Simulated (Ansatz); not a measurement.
`C[Se][Ge]([F])([F])[F]`. Total charge 0; spin multiplicity 1.

```xyz
9

C     0.100   -1.303    0.983
Se    0.428    0.602    1.322
Ge   -0.060    1.268   -0.817
F     0.933    0.542   -2.011
F     0.101    2.959   -1.008
F    -1.649    0.864   -1.321
H    -0.936   -1.461    0.692
H     0.786   -1.675    0.227
H     0.296   -1.795    1.934
```

Q: List the harmonic frequencies (cm⁻¹, unscaled) at PBE0-D4/def2-TZVP in Ansatz. (An estimate is asked.)

A: Computed: 21, 98, 119, 149, 176, 231, 238, 246, 343, 598, 721, 740, 755, 928, 939, 1314, 1461, 1471, 3087, 3189, 3201.

Q: Is this a minimum?

A: Yes, all 21 modes are real.

Q: Give the ideal-gas thermochemistry at 298.15 K and 1 bar (rigid rotor, harmonic oscillator; point group Cs, symmetry number 1).

A: Zero-point energy 119.8 kJ/mol; H(298) − E = 145.5 kJ/mol; entropy 408.5 J/(mol·K), of which translation 176.3, rotation 121.9, vibration 110.2; G(298) − E = 23.7 kJ/mol. Modes under 100 cm⁻¹ are hindered rotations or soft bends, so the harmonic entropy is rough.
